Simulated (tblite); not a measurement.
Species: C₅H₇BFN.
Structure used (GFN2-xTB), in Å, numbered top down from 1:
```
atom  x, y, z in Å
F1     2.5745   -1.4444    0.0198
B2     2.2446   -0.0953   -0.0479
N3     0.6581   -0.0241   -0.0109
C4    -0.0703   -1.1321    0.0597
C5    -1.4530   -1.1005    0.0847
C6    -2.0994    0.1236    0.0358
C7    -1.3256    1.2760   -0.0344
C8     0.0481    1.1578   -0.0561
H9     2.5753    0.3787   -1.0947
H10    2.6294    0.4954    0.9173
H11    0.4853   -2.0572    0.0962
H12   -2.0089   -2.0227    0.1401
H13   -3.1767    0.1830    0.0527
H14   -1.7835    2.2513   -0.0725
H15    0.6975    2.0184   -0.1118
```

Method: GFN2-xTB as coded in tblite; computed harmonic values from a numerical Hessian at the method's own geometry, unscaled. The method is semi-empirical: single wavenumbers can be off by several per cent or more. Modes of hydrogen on boron can be 10 to 20 % off. One conformer, not necessarily the lowest.

Harmonic wavenumbers (cm⁻¹): 67.4, 141.8, 204.2, 348.4, 356.4, 403.5, 514.6, 613.9, 665.2, 667.8, 735.4, 860.9, 893.3, 917.1, 928.6, 933.0, 943.0, 990.4, 999.0, 1044.9, 1090.6, 1108.4, 1115.6, 1163.3, 1187.3, 1205.4, 1270.9, 1312.2, 1422.6, 1439.2, 1564.7, 1586.1, 2403.9, 2420.0, 3095.5, 3099.2, 3101.2, 3111.7, 3114.1.

A = 5102, B = 1497, C = 1169 MHz; mass 111.066 u (most abundant isotopes); point group Cs, symmetry number 1.

Problem. Zero-point energy?

Solution. Half the sum of the wavenumbers: 24520 cm⁻¹ = 293.33 kJ/mol.

Problem. What is S at 400 K and 1 bar for an ideal gas of classical rigid rotors and harmonic oscillators?

Solution. Translation 173.71, rotation 120.73, vibration 97.86: S = 392.3 J/(mol K).

Problem. And Cp and H(400 K) − H(0)?

Solution. Cp = 159.88 J/(mol K), of which vibrations give 126.62 (their classical limit is 39 R = 324.3); H(400 K) − H(0) = 35.70 kJ/mol without the zero-point energy, 22.40 from vibrations.

Problem. What must be added to the electronic energy to get the Gibbs energy at 400 K and 1 bar?

Solution. ZPE + [H(400 K) − H(0)] − T·S = 293.33 + 35.70 − 156.92 = 172.11 kJ/mol.

Problem. Blend soft modes into free rotors: weight 1/[1 + (100 cm⁻¹/ν̃)⁴] for the oscillator and the rest for a rotor with moment μB/(μ + B), μ = h/(8π²ν), B = 10⁻⁴⁴ kg m². What vibrational entropy results?

Solution. 92.99 J/(mol K) in place of 97.86, which changes −T·S at 400 K by +1.95 kJ/mol.

Hindered rotation and anharmonicity are outside this model. Other conformers, if any are populated, would add a mixing term that is left out.

Time: 0.21 s of wall time. Hardware: AMD EPYC 9R45, one thread, shared host. This covers the Hessian and the dipole derivatives.
